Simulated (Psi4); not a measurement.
C$_{6}$H$_{18}$Si$_{2}$, triplet, geometry from GFN2-xTB of the parent state (a higher spin typed on purpose: for a closed-shell molecule this is an excited state); MP2/STO-3G (Psi4).

The Psi4 input:
```
memory 2 GB

molecule mol {
0 3
  C    -1.852504   -0.753413   -1.644915
  Si   -1.157515   -0.192529    0.048678
  C    -2.115429    1.384647    0.559338
  C    -1.594278   -1.556396    1.319491
  Si    1.157515    0.192529   -0.048678
  C     1.852504    0.753413    1.644915
  C     1.594278    1.556396   -1.319491
  C     2.115429   -1.384647   -0.559338
  H    -1.381223   -1.673396   -1.977708
  H    -1.677301   -0.002522   -2.409568
  H    -2.923368   -0.932337   -1.603007
  H    -3.186770    1.209602    0.605246
  H    -1.800503    1.736112    1.537357
  H    -1.947206    2.192305   -0.146790
  H    -2.664673   -1.736777    1.366778
  H    -1.116141   -2.497700    1.065405
  H    -1.265515   -1.283019    2.317692
  H     2.923368    0.932337    1.603007
  H     1.381223    1.673396    1.977708
  H     1.677301    0.002522    2.409568
  H     1.265515    1.283019   -2.317692
  H     1.116141    2.497700   -1.065405
  H     2.664673    1.736777   -1.366778
  H     1.800503   -1.736112   -1.537357
  H     1.947206   -2.192305    0.146790
  H     3.186770   -1.209602   -0.605246
}

set basis sto-3g
set reference uhf

energy('mp2')
print_variables()
```

It wrote (shortened):

```
    SCF Algorithm Type (re)set to DF.

   => Loading Basis Set <=

    Name: STO-3G
    Role: ORBITAL
    Keyword: BASIS

         ---------------------------------------------------------
                                   SCF
               by Justin Turney, Rob Parrish, Andy Simmonett
                          and Daniel G. A. Smith
                              UHF Reference
         ---------------------------------------------------------

  ==> Geometry <==

    Molecular point group: ci
    Full point group: Ci

    Geometry (in Angstrom), charge = 0, multiplicity = 3:

       Center              X                  Y                   Z               Mass
    ------------   -----------------  -----------------  -----------------  -----------------
         C           -1.852504000000    -0.753413000000    -1.644915000000    12.000000000000
         SI          -1.157515000000    -0.192529000000     0.048678000000    27.976926534650
         C           -2.115429000000     1.384647000000     0.559338000000    12.000000000000
         C           -1.594278000000    -1.556396000000     1.319491000000    12.000000000000
         SI           1.157515000000     0.192529000000    -0.048678000000    27.976926534650
         C            1.852504000000     0.753413000000     1.644915000000    12.000000000000
         C            1.594278000000     1.556396000000    -1.319491000000    12.000000000000
         C            2.115429000000    -1.384647000000    -0.559338000000    12.000000000000
         H           -1.381223000000    -1.673396000000    -1.977708000000     1.007825032230
         H           -1.677301000000    -0.002522000000    -2.409568000000     1.007825032230
         H           -2.923368000000    -0.932337000000    -1.603007000000     1.007825032230
         H           -3.186770000000     1.209602000000     0.605246000000     1.007825032230
         H           -1.800503000000     1.736112000000     1.537357000000     1.007825032230
         H           -1.947206000000     2.192305000000    -0.146790000000     1.007825032230
         H           -2.664673000000    -1.736777000000     1.366778000000     1.007825032230
         H           -1.116141000000    -2.497700000000     1.065405000000     1.007825032230
         H           -1.265515000000    -1.283019000000     2.317692000000     1.007825032230
         H            2.923368000000     0.932337000000     1.603007000000     1.007825032230
         H            1.381223000000     1.673396000000     1.977708000000     1.007825032230
         H            1.677301000000     0.002522000000     2.409568000000     1.007825032230
         H            1.265515000000     1.283019000000    -2.317692000000     1.007825032230
         H            1.116141000000     2.497700000000    -1.065405000000     1.007825032230
         H            2.664673000000     1.736777000000    -1.366778000000     1.007825032230
         H            1.800503000000    -1.736112000000    -1.537357000000     1.007825032230
         H            1.947206000000    -2.192305000000     0.146790000000     1.007825032230
         H            3.186770000000    -1.209602000000    -0.605246000000     1.007825032230

  Running in ci symmetry.

  Rotational constants: A =      0.05231  B =      0.02929  C =      0.02929 [cm^-1]
  Rotational constants: A =   1568.31089  B =    878.09757  C =    878.09745 [MHz]
  Nuclear repulsion =  564.147655416360408

  Charge       = 0
  Multiplicity = 3
  Electrons    = 82
  Nalpha       = 42
  Nbeta        = 40

  ==> Algorithm <==

  SCF Algorithm Type is DF.
  DIIS enabled.
  MOM disabled.
  Fractional occupation disabled.
  Guess Type is SAD.
  Energy threshold   = 1.00e-08
  Density threshold  = 1.00e-08
  Integral threshold = 1.00e-12

  ==> Primary Basis <==

  Basis Set: STO-3G
    Blend: STO-3G
    Number of shells: 46
    Number of basis functions: 66
    Number of Cartesian functions: 66
    Spherical Harmonics?: true
[...]
    Alpha Virtual:

[...]
    Beta Occupied:

[...]
      20Ag    -0.342401

    Beta Virtual:

[...]
    Final Occupation by Irrep:
             Ag    Au
    DOCC [    20,   20 ]
    SOCC [     1,    1 ]
    NA   [    21,   21 ]
    NB   [    20,   20 ]

  @DF-UHF Final Energy:  -805.93232415003558

   => Energetics <=

    Nuclear Repulsion Energy =            564.1476554163604078
    One-Electron Energy =               -2236.9487402593858860
    Two-Electron Energy =                 866.8687606929897811
    Total Energy =                       -805.9323241500355834

  UHF NO Occupations:
  HONO-2 :   20 Ag 1.9998604
  HONO-1 :   21 Au 1.0000000
  HONO-0 :   21 Ag 1.0000000
  LUNO+0 :   22 Ag 0.0001396
  LUNO+1 :   22 Au 0.0001270
  LUNO+2 :   23 Au 0.0001236
  LUNO+3 :   24 Au 0.0001236

Computation Completed

Properties will be evaluated at   0.000000,   0.000000,   0.000000 [a0]

Properties computed using the SCF density matrix

 Multipole Moments:

 ------------------------------------------------------------------------------------
     Multipole            Electronic (a.u.)      Nuclear  (a.u.)        Total (a.u.)
 ------------------------------------------------------------------------------------

 L = 1.  Multiply by 2.5417464519 to convert [e a0] to [Debye]
 Dipole X            :          0.0000000           -0.0000000           -0.0000000
 Dipole Y            :          0.0000000            0.0000000            0.0000000
 Dipole Z            :          0.0000000           -0.0000000           -0.0000000
 Magnitude           :                                                    0.0000000

 ------------------------------------------------------------------------------------

  //>>>>>>>>>>>>>>>>>>>>>>>>>>>>>>>>>>>//
  //               DFMP2               //
  //<<<<<<<<<<<<<<<<<<<<<<<<<<<<<<<<<<<//

   => Loading Basis Set <=

    Name: (STO-3G AUX)
    Role: RIFIT
    Keyword: DF_BASIS_MP2

	 --------------------------------------------------------
	                          DF-MP2
	      2nd-Order Density-Fitted Moller-Plesset Theory

	        Rob Parrish, Justin Turney, Andy Simmonett,
	           Ed Hohenstein, and C. David Sherrill
	 --------------------------------------------------------

	 --------------------------------------------------------
	                 NBF =    66, NAUX =   664
	 --------------------------------------------------------
	   CLASS    FOCC     OCC    AOCC    AVIR     VIR    FVIR
	   ALPHA       0      42      42      24      24       0
	    BETA       0      40      40      26      26       0
	 --------------------------------------------------------

	-----------------------------------------------------------
	 ==================> DF-MP2 Energies <====================
	-----------------------------------------------------------
	 Reference Energy          =    -805.9323241500355834 [Eh]
	 Singles Energy            =      -0.0000000000000000 [Eh]
	 Same-Spin Energy          =      -0.0424103091766117 [Eh]
	 Opposite-Spin Energy      =      -0.3483736899335858 [Eh]
	 Correlation Energy        =      -0.3907839991101975 [Eh]
	 Total Energy              =    -806.3231081491458099 [Eh]
	-----------------------------------------------------------
	 ================> DF-SCS-MP2 Energies <==================
	-----------------------------------------------------------
	 SCS Same-Spin Scale       =       0.3333333333333333 [-]
	 SCS Opposite-Spin Scale   =       1.2000000000000000 [-]
	 SCS Same-Spin Energy      =      -0.0141367697255372 [Eh]
	 SCS Opposite-Spin Energy  =      -0.4180484279203029 [Eh]
	 SCS Correlation Energy    =      -0.4321851976458401 [Eh]
	 SCS Total Energy          =    -806.3645093476814054 [Eh]
	-----------------------------------------------------------

  Variable Map:
  ----------------------------------------------------------------------------
[...]
  Array Variable Map:
  ----------------------------------------------------------------------------
[...]
[...]
```
